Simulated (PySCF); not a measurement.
SMILES F[C](F)(F)[InH2], PBE0/def2-SVP optimised geometry.

```
7

In     0.12     0.82     0.00
C     -0.91    -1.16     0.02
F     -0.09    -2.20    -0.14
F     -1.84    -1.25    -0.95
F     -1.56    -1.35     1.19
H     -0.92     2.20     0.00
H      1.84     0.82     0.00
```

Density from PySCF 2.14.0 with PBE0/def2-TZVP, def2 effective core potentials past Kr at that geometry. The core electrons that the potentials of In replace are not part of the density.

Minimum of the electron density along straight lines between bonded atoms, close to the bond critical point (lines longer than 1.1 times the sum of covalent radii, or with two minima, are not listed):

| bond | length / Å | ρ at the minimum / e bohr⁻³ | ∇²ρ there / e bohr⁻⁵ | position (fraction from the first atom) |
|---|---|---|---|---|
| In1–C2 | 2.228 | (withheld) | (withheld) | 0.50 |
| C2–F3 | 1.342 | 0.279 | -0.35 | 0.34 |
| C2–F4 | 1.346 | 0.276 | -0.35 | 0.34 |
| C2–F5 | 1.348 | 0.275 | -0.37 | 0.34 |
| In1–H6 | 1.724 | 0.106 | 0.10 | 0.64 |
| In1–H7 | 1.724 | 0.106 | 0.10 | 0.64 |

Question: Fill in the missing entries.

Answer: 
- In1–C2, ρ at the minimum / e bohr⁻³: 0.094
- In1–C2, ∇²ρ there / e bohr⁻⁵: 0.16
